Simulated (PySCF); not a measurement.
Computed shifts of a molecule C₂H₄Cl₂Si, PBE/pcSseg-1 (PySCF), GIAO, gas phase, atoms alike by connectivity averaged where their shifts nearly agree, in ppm (number of nuclei): ²⁹Si: 22.8 (1). ¹³C: 145.2 (1), 144.3 (1). ¹H: 6.66 (1), 6.66 (1), 6.44 (1), 6.07 (1). References: ²⁹Si against TMS (σ = 335.4 ppm); ³⁵Cl against HCl (σ = 936.5 ppm); ¹³C against TMS (σ = 182.0 ppm); ¹H against TMS (σ = 31.49 ppm), references at their B3LYP-D3(BJ)/def2-TZVP geometries, non-relativistic (without spin–orbit terms, shifts of atoms bonded to Cl or Br come out too high). The structure is a stationary point at B3LYP-D3(BJ)/def2-SVP. One conformer was computed; it need not be the lowest.

**Question.** Pick the molecule that these values belong to.
(A) Cl/C=C\[SiH2]Cl
(B) C=C(Cl)[SiH2]Cl
(C) [SiH3]C=C(Cl)Cl
(D) C=C[SiH](Cl)Cl

**Answer.** D, C=C[SiH](Cl)Cl
